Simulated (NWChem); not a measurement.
Species: SiHSeClF$_{2}$; SMILES F[Si](F)(Cl)[SeH]

```xyz
6

F     -1.3088     0.9203    -1.2737
Si    -0.3945     0.5734     0.0000
F     -1.3088     0.9203     1.2737
Cl     1.2375     1.7815     0.0000
Se     0.2912    -1.5556     0.0000
H     -1.0988    -2.0450     0.0000
```
Atoms are numbered in this order, from 1.

All runs: NWChem. Geometry: optimised at PBE0/def2-SVP. Static field.

```tsv
level	isotropic polarisability (bohr³)	anisotropy (bohr³)
PBE/def2-SVPD	67.2	22.2
B3LYP/def2-SVPD	?	?
Hartree-Fock/def2-SVPD	58.9	17.7
```

Fill in the missing entries.


- B3LYP/def2-SVPD, isotropic polarisability (bohr³): 64.8
- B3LYP/def2-SVPD, anisotropy (bohr³): 21.1
